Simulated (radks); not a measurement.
A nucleus of charge 42.4 with 41 electrons, 41 electrons, occupied as [Kr] 4d5.

Method: scalar-relativistic Kohn-Sham, r2SCAN, spin-polarised, spherical densities, finite nucleus; open shells are filled with parallel spins first (spin-orbit coupling, left out, can overturn this in heavy ions); meta-GGA in the generalised Kohn-Sham scheme; Fermi nuclear charge, rms radius 4.4091 fm; computed with a radial shooting solver on a logarithmic mesh with Libxc functionals.

Energy parts (eV):
total: -112730.021
kinetic: 116303.348
electron-nucleus: -271276.297
Hartree: 45667.223
exchange-correlation: -3424.294

Orbitals (lengths in bohr, moments of r in powers of bohr):
orbital  occ.  eigenvalue (eV)      <r^4>
1s up       1        -20290.69  6.938e-06
1s down     1        -20290.73  6.938e-06
2s up       1        -2898.227   0.001278
2s down     1        -2897.407   0.001277
2p up       3        -2590.514  0.0009180
2p down     3        -2589.928  0.0009174
3s up       1        -511.2315    0.06461
3s down     1        -510.9906    0.06458
3p up       3        -409.4074    0.07144
3p down     3        -409.0848    0.07132
3d up       5        -244.6765    0.07812
3d down     5        -244.0304    0.07767
4s up       1         -81.1000      2.827
4s down     1         -77.3383      2.717
4p up       3         -53.9127      4.624
4p down     3         -49.6506      4.398
4d up       5         -16.2581      24.60
4d down     0         -11.1087      31.89

The highest occupied level is 4d up at -16.258 eV. The electron density at the nucleus is 9.634e+04 e/bohr^3 (large components only).
